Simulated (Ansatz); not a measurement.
C₂H₉AlSi, SMILES `C[SiH](C)[AlH2]`. The species carries charge 0 and has multiplicity 1. All single points use the PBE0-D4/def2-TZVP geometry.

```xyz
13

C     1.095   -0.303   -1.405
Si   -0.071    0.450   -0.131
C    -1.749   -0.403   -0.210
Al    0.882    0.478    2.139
H     2.061    0.207   -1.405
H     1.275   -1.360   -1.197
H     0.671   -0.225   -2.410
H    -0.280    1.888   -0.508
H    -2.174   -0.326   -1.214
H    -1.663   -1.464    0.038
H    -2.454    0.048    0.492
H    -0.050    0.463    3.432
H     2.457    0.547    2.378
```

Question: What is the dipole moment at r2SCAN/def2-TZVPP? (An estimate is asked.)

Answer: Computed: 1.12 D, with components (-0.33, -0.67, -0.84) D in this frame, pointing from negative to positive charge.

Question: And with PBE, B3LYP, ωB97M-V? (Best estimate.)

Answer: Computed: PBE 1.13 D, B3LYP 1.04 D, ωB97M-V 1.02 D.

Question: Give the Mulliken charges with r2SCAN, PBE, B3LYP in def2-TZVPP. (Estimate.)

Answer: Computed: 
| atom | r2SCAN | PBE | B3LYP |
| --- | --- | --- | --- |
| C1 | -0.30 | -0.37 | -0.39 |
| Si2 | 0.15 | 0.12 | 0.21 |
| C3 | -0.30 | -0.37 | -0.39 |
| Al4 | 0.44 | 0.30 | 0.35 |
| H5 | 0.08 | 0.11 | 0.10 |
| H6 | 0.07 | 0.10 | 0.09 |
| H7 | 0.07 | 0.10 | 0.10 |
| H8 | -0.10 | -0.08 | -0.10 |
| H9 | 0.07 | 0.10 | 0.10 |
| H10 | 0.07 | 0.10 | 0.09 |
| H11 | 0.08 | 0.11 | 0.10 |
| H12 | -0.16 | -0.12 | -0.14 |
| H13 | -0.16 | -0.12 | -0.14 |

B3LYP here is the variant with VWN-RPA as its local correlation; programs differ in this.
